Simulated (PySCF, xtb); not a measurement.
GeOBr, SMILES [O]=[Ge][Br], multiplicity 2.

Harmonic wavenumbers (cm⁻¹) from GFN2-xTB (xtb) at its own minimum, in rising order: 140, 212, 857.

Q: What does PBE-D3(BJ)/def2-TZVP in PySCF give at its own minimum? (The exact figures need the calculation; the answer reports its results.)

A: 136, 258, 841. Paired by order, the mean absolute difference is 22 cm⁻¹ and the zero-point energies are 1.7 and 1.8 kcal/mol.
